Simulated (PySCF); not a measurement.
# Reading the logs of faulty runs: AlFH2OSi

These are calculations, not measurements. They come from PySCF 2.14.0, an open-source quantum chemistry program, on an isolated molecule that a program drew, which may never have been made. The molecule is AlFH2OSi (charge 0, singlet), drawn as the SMILES string `[F][AlH][O][SiH]`.

Each row is a Hartree-Fock (HF) and frozen-core CCSD(T) single point in the cc-pV(D+d)Z basis, meant for a local HF minimum. Run 1 is clean. Each other run has one planted mistake out of seven kinds, and not every kind appears here: one electron removed, one electron added, multiplicity raised by two, geometry at a saddle point, minimal basis STO-3G, one bond length entered in bohr, all coordinates scaled. The reference is restricted for singlets and unrestricted otherwise, and also for a bond in bohr. Adding or removing an electron swaps singlet and doublet. Electrons count all cores. HOMO and LUMO are orbital energies over both spins, the gradient is its largest component, and the lowest frequency (negative if imaginary) is given only where the gradient is small. Bond lengths are over the 5 bonds as drawn. T1 is the CCSD diagnostic: over 0.02 (restricted) or 0.045 (unrestricted) a single reference is doubtful.

Geometry of the clean run:
```xyz
6
AlFH2OSi, angstrom
F     0.6741   -1.5783   -2.0237
Al    0.4403   -0.1379   -2.7914
O    -0.6941    0.9119   -2.1436
Si   -1.8767    1.8273   -1.4562
H     1.2598    0.1858   -4.0733
H    -1.0074    2.6268   -0.4831
```

| run | electrons | basis functions | <S^2> | HOMO (eV) | LUMO (eV) | gradient (hartree/bohr) | lowest frequency (cm^-1) | mean bond (Å) | longest bond (Å) | T1 | HF (hartree) | CCSD(T) (hartree) | mistake |
|---|---|---|---|---|---|---|---|---|---|---|---|---|---|
| 1 | 46 | 84 | 0.000 | -8.82 | 1.22 | 4.0e-05 | 77 | 1.6113 | 1.676 | 0.0166 | -706.45562 | -707.00709 | no fault |
| 2 | 47 | 84 | 0.773 | -0.23 | 5.83 | 6.5e-02 | - | 1.6113 | 1.676 | 0.0194 | -706.43653 | -706.99403 | one electron added |
| 3 | 46 | 84 | 0.000 | -8.54 | 1.48 | 8.6e-02 | - | 1.5066 | 1.567 | 0.0145 | -706.42336 | -706.96600 | all coordinates scaled |
| 4 | 46 | 30 | 0.000 | -5.24 | 7.27 | 3.3e-02 | - | 1.6113 | 1.676 | 0.0254 | -697.70563 | -697.86214 | minimal basis STO-3G |
| 5 | 46 | 84 | 0.000 | -8.81 | 1.10 | 3.6e-05 | -121 | 1.6125 | 1.679 | 0.0160 | -706.45360 | -707.00458 | ? |

**Which mistake was planted in run 5, and what did it cost?**

The gradient is small, so the point is stationary, but the lowest frequency is imaginary (-121 cm^-1). So the mistake is: geometry at a saddle point. Subtracting run 1 and multiplying by 627.51 kcal/mol a hartree, the energy moved by 1.3 kcal/mol in HF and 1.6 kcal/mol in CCSD(T).

Cautions from the logs. Run 2: the added electron raises the CCSD(T) energy, so it isn't bound in this basis; run 4: T1 is over the limit, so its CCSD(T) energy is less reliable.
